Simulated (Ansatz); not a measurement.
## Worked example: MgHCl + B(CH3)2(OH) → MgH(OH) + B(CH3)2Cl

Species: MgHCl `[MgH][Cl]`, singlet; B(CH3)2(OH), singlet; MgH(OH), singlet; B(CH3)2Cl (chlorodimethylborane), singlet. The partners trade Cl for OH: Mg–Cl and B–OH bonds give way to Mg–OH and B–Cl.

Shapes, held fixed at every level: PBE0-D4/def2-TZVP. Programs: Ansatz 0.2.0. The zero-point and thermal change to 298 K, harmonic and unscaled (PBE0-D4/def2-TZVP), is -6.2 kJ/mol.

At CCSD(T)/def2-TZVPP; 1 Eh = 2625.50 kJ/mol:

| species | energy (Eh) |
| --- | --- |
| MgHCl | -660.200097 |
| B(CH3)2(OH) | -180.269418 |
| MgH(OH) | -276.174879 |
| B(CH3)2Cl | -564.248246 |

Problem. Work out ΔH(298 K) of the reaction at this level.

Solution. 
1. Products less reactants: (-276.174879) + (-564.248246) − [(-660.200097) + (-180.269418)] = 0.046390 Eh = +121.8 kJ/mol.
2. With the thermal change: +121.8 + (-6.2) = +115.6 kJ/mol.

Other levels give +108.9 (MP2/def2-TZVPP) to +125.0 kJ/mol (CCSD/def2-SVP). No measured value is set beside it here. Correlated rows may include outer-core shells of Mg, which these sets cover unevenly.
